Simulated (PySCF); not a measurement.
C2H5FSi. Atoms are numbered in the order given.

```xyz
9

Si    -0.5133    -0.7543     0.0000
F      1.0655    -1.1727     0.0000
C     -0.5940     1.1041     0.0000
C      0.5092     1.8651     0.0000
H     -1.1455    -1.3377    -1.2152
H     -1.1455    -1.3377     1.2152
H     -1.5760     1.5969     0.0000
H      0.4638     2.9598     0.0000
H      1.5093     1.4182     0.0000
```

Geometry: B3LYP-D3(BJ)/def2-SVP. The values are those of a single conformer.

Method: PBE0/pcSseg-1 (PySCF).

GIAO shieldings, no solvent; atoms alike by connectivity are averaged. δ = σ(ref) − σ: ²⁹Si against TMS (σ = 352.7 ppm); ¹⁹F against CFCl3 (σ = 167.2 ppm); ¹³C against TMS (σ = 186.3 ppm); ¹H against TMS (σ = 31.56 ppm), references at their B3LYP-D3(BJ)/def2-TZVP geometries, non-relativistic.

Computed chemical shifts:
```
nucleus   atoms  count  δ (ppm)
-------  ------  -----  -------
²⁹Si        Si1      1     -5.0
¹⁹F          F2      1   -240.8
¹³C          C4      1    149.8
¹³C          C3      1    140.5
¹H       H8, H9      2     6.88
¹H           H7      1     6.39
¹H       H5, H6      2     5.58
```
